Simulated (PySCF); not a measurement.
A PySCF script (with the pyscf-properties extension) for the NMR shieldings of `CNN(CCC)[SiH](C)C`, C6H18N2Si, on a GFN2-xTB geometry:

```python
import basis_set_exchange as bse
import numpy as np
from pyscf import gto, dft
from pyscf.prop import nmr

atoms = """
C     2.091571    0.373217    1.102563
C     2.248005   -0.522855   -0.118115
C     1.204697   -0.217410   -1.198095
N    -0.153473   -0.508092   -0.794414
N    -0.386845   -1.903526   -0.742551
C    -0.732126   -2.406169    0.572909
Si   -1.399057    0.648426   -0.480771
C    -0.912241    2.319667   -1.230803
C    -1.827215    0.955728    1.356108
H     2.206868    1.418985    0.824190
H     2.840194    0.132361    1.854383
H     1.105640    0.242020    1.540506
H     2.152338   -1.570001    0.172239
H     3.241193   -0.384248   -0.551321
H     1.431955   -0.819168   -2.085825
H     1.258038    0.836227   -1.469176
H    -1.132387   -2.138142   -1.396264
H    -0.738017   -3.494642    0.523923
H    -1.708629   -2.063410    0.936303
H     0.031778   -2.088994    1.279764
H    -2.605129    0.115273   -1.151294
H    -0.635195    2.231081   -2.275646
H    -0.082468    2.775049   -0.700139
H    -1.749659    3.006473   -1.170147
H    -2.653137    1.657244    1.435428
H    -0.991245    1.382451    1.904625
H    -2.125348    0.048875    1.873780
"""
names = dict.fromkeys(["C", "N", "Si", "H"], "pcSseg-1")
basis = {el: gto.basis.parse(bse.get_basis(n, elements=[el], fmt="nwchem")) for el, n in names.items()}
mol = gto.M(atom=atoms, basis=basis, charge=0, verbose=0)
mf = dft.RKS(mol, xc="PBE0")
mf.grids.level = 2
mf.grids.alignment = dft.numint.BLKSIZE   # the property module wants whole blocks of grid points
mf.conv_tol = 1e-9
mf.kernel()

calc = nmr.RKS(mf)   # GIAO
C = mf.mo_coeff
Co = C[:, mf.mo_occ > 0]
resp = mf.gen_response(singlet=True, hermi=2)
def vind(x):   # induced exchange potential for any number of trial vectors
    d = np.einsum("pi,xij,qj->xpq", C, 2 * x.reshape(-1, C.shape[1], Co.shape[1]), Co, optimize=True)
    return np.einsum("xpq,pi,qj->xij", resp(d - d.transpose(0, 2, 1)), C, Co, optimize=True).ravel()
mo1, _ = nmr.rhf.solve_mo1(calc, with_cphf=vind)
sigma = calc.kernel(mo1)
for i, s in enumerate(sigma):   # ppm
    w = np.linalg.eigvalsh((s + s.T) / 2)
    print("%2d %-2s iso %8.1f  s11 %8.1f  s22 %8.1f  s33 %8.1f" % (i, mol.atom_pure_symbol(i), w.mean(), *w))
```

Question: What does it print?

Answer: 
```
 0 C  iso    173.4  s11    160.3  s22    174.5  s33    185.3
 1 C  iso    161.2  s11    149.4  s22    162.4  s33    171.9
 2 C  iso    128.3  s11    107.9  s22    124.1  s33    152.8
 3 N  iso    183.1  s11    133.1  s22    155.8  s33    260.5
 4 N  iso    171.9  s11    121.5  s22    138.4  s33    255.7
 5 C  iso    141.4  s11    119.6  s22    124.3  s33    180.2
 6 Si iso    360.1  s11    319.4  s22    355.9  s33    405.0
 7 C  iso    188.8  s11    179.9  s22    191.7  s33    194.9
 8 C  iso    180.9  s11    170.8  s22    180.8  s33    191.1
 9 H  iso     31.2  s11     27.4  s22     29.3  s33     37.0
10 H  iso     30.7  s11     26.0  s22     27.7  s33     38.3
11 H  iso     30.2  s11     25.5  s22     30.0  s33     35.1
12 H  iso     30.0  s11     26.1  s22     29.3  s33     34.6
13 H  iso     30.6  s11     25.4  s22     28.4  s33     38.0
14 H  iso     28.5  s11     22.7  s22     28.3  s33     34.4
15 H  iso     29.3  s11     23.9  s22     30.8  s33     33.1
16 H  iso     28.9  s11     20.2  s22     28.5  s33     37.9
17 H  iso     28.9  s11     24.3  s22     26.1  s33     36.1
18 H  iso     28.6  s11     24.0  s22     27.9  s33     33.9
19 H  iso     29.3  s11     25.9  s22     29.1  s33     32.7
20 H  iso     26.6  s11     23.4  s22     24.8  s33     31.6
21 H  iso     31.6  s11     26.8  s22     29.4  s33     38.7
22 H  iso     31.5  s11     27.3  s22     30.7  s33     36.6
23 H  iso     31.8  s11     27.1  s22     28.6  s33     39.6
24 H  iso     31.8  s11     27.2  s22     28.9  s33     39.2
25 H  iso     31.3  s11     27.5  s22     30.4  s33     36.1
26 H  iso     31.3  s11     26.9  s22     30.1  s33     37.1
```

These numbers come from an equivalent density-fitted implementation of the same equations, which agrees with the script to about 0.01 ppm for H and up to a few tenths of a ppm for heavy atoms, so last digits may differ.

Question: Turn these shieldings into chemical shifts. Chemical shifts δ = σref − σ; 13C (186.93 ppm) and 29Si (349.16 ppm) and 1H (31.72 ppm) against TMS; 15N (267.73 ppm) vs NH3, all at this level.

Answer: Averaging equivalent atoms: C 2: 58.6; C 5: 45.5; C 1: 25.7; C 0: 13.5; C 7/8: 2.1; N 4: 95.9; N 3: 84.6; Si 6: -10.9; H 20: 5.09; H 14/15: 2.83; H 16: 2.82; H 17/18/19: 2.81; H 12/13: 1.43; H 9/10/11: 1.02; H 21/22/23/24/25/26: 0.16 ppm. Experimental scales use liquid or dissolved standards, which lie at an offset from isolated NH3 (liquid NH3: subtract about 20 ppm).

Size and cost of the density-fitted run: 250 basis functions, 56 s wall time on 1 thread of an x86-64 server CPU, shared host.
